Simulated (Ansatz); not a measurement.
Start from `[OH][Zr]([OH])([Cl])[c]1ccccc1` and change one atom or group to get `[CH3][AlH][c]1ccccc1`.

Ansatz, PBE0-D4/def2-TZVP geometries, multiplicity 1. Each molecule was computed in one conformer, which needn't be the lowest.

Elements past krypton have def2 core potentials.

```
                                          property  `[OH][Zr]([OH])([Cl])[c]1ccccc1`
              HOMO–LUMO gap (PBE0/def2-TZVPP) / eV                              5.83
           HOMO–LUMO gap (ωB97M-V/def2-TZVPP) / eV                              9.83
size of the dipole moment (ωB97M-V/def2-TZVPP) / D                              3.29
                 LUMO energy (PBE/def2-TZVPP) / eV                             -2.20
  size of the dipole moment (B3LYP/def2-TZVPP) / D                              3.21
               HOMO energy (B3LYP/def2-TZVPP) / eV                             -7.00
```

Give the same properties after the change, and the shifts. (An estimate is asked.)

Ansatz gave: 
```tsv
property	`[CH3][AlH][c]1ccccc1`	shift
HOMO–LUMO gap (PBE0/def2-TZVPP) / eV	5.96	0.13
HOMO–LUMO gap (ωB97M-V/def2-TZVPP) / eV	9.72	-0.11
size of the dipole moment (ωB97M-V/def2-TZVPP) / D	0.75	-2.54
LUMO energy (PBE/def2-TZVPP) / eV	-2.12	0.08
size of the dipole moment (B3LYP/def2-TZVPP) / D	0.78	-2.43
HOMO energy (B3LYP/def2-TZVPP) / eV	-7.07	-0.07
```

With PBE0 the HOMO falls by 0.06 eV and the LUMO rises by 0.07 eV, so the gap widens by about 0.13 eV. PBE moves the HOMO by -0.18 eV and ωB97M-V by -0.13 eV. Dipoles are sizes alone; their direction can turn.

B3LYP here is the variant with VWN-RPA as its local correlation; programs differ in this.
